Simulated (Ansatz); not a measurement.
A nudged elastic band was laid between two geometries of C₂H₈OSi₂ (13 atoms, charge 0, multiplicity 1).

The calculation used RKS PBE-D4/def2-SVP (Ansatz 0.2.0).

```
movable images  : 7
climbing image  : yes
spring          : 5.0 eV/Å²
optimiser       : quadratic models (default)
start path      : through a guess of the saddle point
force threshold : 0.05 eV/Å
iteration limit : 60
end points      : relaxed
```

First end point:

```xyz
13
Properties=species:S:1:pos:R:3
C -1.690 0.186 0.731
Si 0.174 0.375 0.498
Si 1.193 -1.608 -0.269
C 0.434 1.692 -0.914
O -0.454 1.934 -1.713
H -2.157 0.167 -0.275
H -1.962 -0.740 1.274
H -2.102 1.054 1.283
H 0.897 0.836 1.741
H 2.649 -1.372 -0.572
H 0.508 -2.070 -1.528
H 1.088 -2.700 0.764
H 1.444 2.211 -1.005
```

Last end point:

```xyz
13
Properties=species:S:1:pos:R:3
C -1.732 0.130 0.893
Si 0.136 0.390 0.629
Si 1.193 -1.531 -0.280
C 0.943 1.525 -0.666
O 0.125 1.981 -1.598
H -2.234 -0.094 -0.070
H -1.922 -0.713 1.589
H -2.196 1.042 1.321
H 0.834 0.697 1.929
H 2.664 -1.587 0.027
H 1.005 -1.563 -1.775
H 0.538 -2.768 0.287
H 0.665 2.457 -2.271
```

(1) What changes between the two ends?

(2) What energy profile does the band end with?

(3) What is the geometry of the highest image?

The band took 22 iterations and about 8 core-minutes.

Answers

(1) Bonds broken: C4–H13. Bonds formed: O5–H13.

(2) The forces met the threshold. The highest image is number 4 of 0 to 8, 80.4 kcal/mol above the first end and 24.0 kcal/mol above the last; the last end lies 56.4 kcal/mol above the first. Neighbouring images differ by up to 1.9 eV, so the band resolves the path poorly. A vibrational analysis at the climbing image gives one clearly imaginary mode, 1798i cm⁻¹: a first-order saddle point. The orbitals stay closed-shell, which can raise the energy where a bond breaks towards radicals; this wasn't checked here.

```tsv
image	path coordinate (Å)	energy (kcal/mol)	C4–H13 (Å)	O5–H13 (Å)
0	0.00	0.0	1.14	2.05
1	0.44	0.1	1.14	2.04
2	0.88	3.9	1.13	1.96
3	1.32	36.4	1.12	1.61
4	1.76	80.4	1.30	1.14
5	2.23	60.0	1.73	0.98
6	2.69	56.5	1.88	0.99
7	3.16	56.4	1.88	0.99
8	3.62	56.4	1.88	0.99
```

(3) 
```xyz
13
Properties=species:S:1:pos:R:3:forces:R:3
C -1.656 0.210 0.738 0.00 0.00 0.00
Si 0.232 0.333 0.620 0.00 0.00 0.01
Si 1.207 -1.649 -0.215 0.00 0.00 0.00
C 0.714 1.647 -0.723 0.01 0.01 0.00
O -0.251 1.956 -1.597 -0.01 0.00 0.00
H -2.070 0.426 -0.270 0.00 0.00 0.00
H -2.006 -0.790 1.059 0.00 0.00 0.00
H -2.055 0.967 1.443 0.00 0.00 0.00
H 0.904 0.698 1.917 0.00 0.00 0.00
H 2.699 -1.513 -0.344 0.00 0.00 0.00
H 0.627 -1.959 -1.571 0.00 0.00 0.00
H 0.901 -2.802 0.706 0.00 0.00 0.00
H 0.774 2.442 -1.748 0.00 0.00 0.00
```

Time of the run: 4.5 min on 2 threads of Intel(R) Xeon(R) Platinum 8375C CPU @ 2.90GHz (Ice Lake), on a shared host, peak memory 0.17 GiB.
